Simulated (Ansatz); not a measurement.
Start from `[CH3][GaH][SH]` and change one atom or group to get `[OH][GaH][SH]`.

Ansatz, PBE0-D4/def2-TZVP geometries, multiplicity 1. Each molecule was computed in one conformer, which needn't be the lowest.

Scalar relativity is left out up to krypton.

```csv
property,`[CH3][GaH][SH]`
HOMO energy (B3LYP/def2-TZVPP) / eV,-7.27
HOMO energy (PBE/def2-TZVPP) / eV,-6.35
HOMO–LUMO gap (PBE/def2-TZVPP) / eV,4.52
LUMO energy (PBE0/def2-TZVPP) / eV,-1.06
LUMO energy (ωB97M-V/def2-TZVPP) / eV,0.63
HOMO–LUMO gap (PBE0/def2-TZVPP) / eV,6.46
```

Problem. Give the same properties after the change, and the shifts. (An estimate is asked.)

Solution. Computed: 
```csv
property,`[OH][GaH][SH]`,shift
HOMO energy (B3LYP/def2-TZVPP) / eV,-7.41,-0.14
HOMO energy (PBE/def2-TZVPP) / eV,-6.43,-0.08
HOMO–LUMO gap (PBE/def2-TZVPP) / eV,4.81,0.29
LUMO energy (PBE0/def2-TZVPP) / eV,-0.87,0.19
LUMO energy (ωB97M-V/def2-TZVPP) / eV,0.84,0.21
HOMO–LUMO gap (PBE0/def2-TZVPP) / eV,6.80,0.34
```

With PBE0 the HOMO falls by 0.14 eV and the LUMO rises by 0.19 eV, so the gap widens by about 0.33 eV. PBE moves the HOMO by -0.08 eV and ωB97M-V by -0.14 eV. The zero-point energy changes by -57.9 kJ/mol with -6 modes.

B3LYP here is the variant with VWN-RPA as its local correlation; programs differ in this.
